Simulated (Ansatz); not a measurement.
GaH2(CH2SiH3) (CH₇GaSi): single points at one geometry.

```yaml
crystal:
  periodic: [false, false, false]
  atoms:
    - {symbol: Ga, position_ang: [0.859538, 1.437849, -0.674028]}
    - {symbol: H, position_ang: [2.428922, 1.433125, -0.585375]}
    - {symbol: H, position_ang: [0.060677, 2.791646, -0.670399]}
    - {symbol: C, position_ang: [-0.117967, -0.269343, -0.752645]}
    - {symbol: Si, position_ang: [-0.577442, -0.924941, 0.946520]}
    - {symbol: H, position_ang: [-1.048959, -0.135487, -1.328734]}
    - {symbol: H, position_ang: [0.503605, -1.029165, -1.255301]}
    - {symbol: H, position_ang: [0.652045, -1.140009, 1.774699]}
    - {symbol: H, position_ang: [-1.442272, 0.060375, 1.670934]}
    - {symbol: H, position_ang: [-1.318168, -2.224059, 0.874339]}
basis:
  gaussian: {orbitals: def2-SVP, initial_orbitals: start.molden}
hamiltonian: {xc: pbe0, dispersion: d4}
scf: {omitted_lower_state_checks: [starts]}
output: {orbitals: {seedname: orbitals}}
```

The file start.molden holds the orbitals of an earlier run on this structure, at another level or in another basis.

```sh
$ ansatz run in.yaml --threads 4 --pin off --events-out ev --progress --plain --max-ram 3916MiB
```

Output, abridged:

```
Functional definition: PBE0
995 factors; integrals over basis functions are off by at most 1.5e-3 eV
mean field evaluation 1: about -61384.4536 eV, gradient 3.7e0 eV
mean field evaluation 2: about -61384.4907 eV, gradient 3.0e-2 eV
mean field evaluation 4: about -61384.5381 eV, gradient 2.9e-4 eV
mean field -61384.53812057 eV, -2255.8401679965 hartree, gradient 1.9e-5 eV, S^2 0.000000; 0 other end points of the search recorded, 0 dependent functions left out
reference -61384.53815288 eV, -2255.8401691838 hartree; 29, 29 occupied and 70, 70 virtual orbitals, 995 factors
Total energy: -61384.70869452 eV, -2255.8464364736 hartree
Checks for a lower state left out: starts
```

Hardware: 4 threads of Arm Neoverse V2 on a shared host. Wall time 1 s.

As the first input, with `gaussian: {orbitals: def2-TZVPP, initial_orbitals: start.molden}`, `correlation: {method: ccsd_t}` and without the key `hamiltonian` (abridged; 60 s):

```
Functional definition: HF
mean field -61338.10504721 eV, -2254.1337840239 hartree, gradient 2.6e-6 eV, S^2 0.000000
15 core orbitals not correlated: weight in the atoms' cores, before any rotation towards them, 1.000 or more for the frozen orbitals, at most 0.000 for the correlated occupied ones
second order -14.82561615 eV of doubles, -0.00000000 eV of singles
cycle   1  -15.25110219 eV  change   -4.3e-1 eV  update   1.0e-1
cycle   2  -15.81218963 eV  change   -5.6e-1 eV  update   3.2e-2
cycle   3  -15.90016796 eV  change   -8.8e-2 eV  update   1.5e-2
cycle   4  -15.89523042 eV  change    4.9e-3 eV  update   3.3e-3
cycle   5  -15.89422385 eV  change    1.0e-3 eV  update   1.2e-3
cycle   6  -15.89399268 eV  change    2.3e-4 eV  update   3.3e-4
cycle   7  -15.89392018 eV  change    7.2e-5 eV  update   1.1e-4
cycle   8  -15.89393604 eV  change   -1.6e-5 eV  update   4.4e-5
cycle   9  -15.89394230 eV  change   -6.3e-6 eV  update   1.8e-5
perturbative correction -0.59084565 eV, -0.0217131772 hartree
Total energy: -61354.58983516 eV, -2254.7395888075 hartree
Checks for a lower state left out: starts
```

First input, but with `gaussian: {orbitals: def2-TZVP, initial_orbitals: start.molden}` (abridged; 1.6 s):

```
Functional definition: PBE0
mean field -61395.22250436 eV, -2256.2328118586 hartree, gradient 5.7e-5 eV, S^2 0.000000
Total energy: -61395.39308220 eV, -2256.2390804789 hartree
Checks for a lower state left out: starts
```

As the first input, with `gaussian: {orbitals: def2-TZVP, initial_orbitals: start.molden}`, `hamiltonian: {xc: {name: revPBE}, dispersion: d4}`, `output: {forces: true, orbitals: {seedname: orbitals}}` (abridged; 1.4 s):

```
Functional definition: revPBE
mean field -61401.09535149 eV, -2256.4486350099 hartree, gradient 1.0e-5 eV, S^2 0.000000
Total energy: -61401.65993204 eV, -2256.4693829626 hartree
Atom 0 force     0.063054     0.111457     0.013864 eV/Å
Atom 1 force     0.147535    -0.005592     0.005960 eV/Å
Atom 2 force    -0.078948     0.124676    -0.003018 eV/Å
Atom 3 force    -0.114205    -0.210170    -0.133928 eV/Å
Atom 4 force    -0.015981    -0.019666     0.097430 eV/Å
Atom 5 force     0.026669    -0.008298     0.010915 eV/Å
Atom 6 force    -0.021449     0.019700     0.008508 eV/Å
Atom 7 force     0.023306    -0.003477     0.005998 eV/Å
Atom 8 force    -0.015073     0.018395     0.004243 eV/Å
Atom 9 force    -0.014908    -0.027024    -0.009972 eV/Å
Dipole moment:    -0.027431    -0.063779    -0.196740 e Å
Checks for a lower state left out: starts
```

Geometry: PBE0-D4/def2-SVP.

Correlated methods freeze 15 core orbitals; core or outer-core shells of Ga are correlated, in sets that lack core-valence functions.
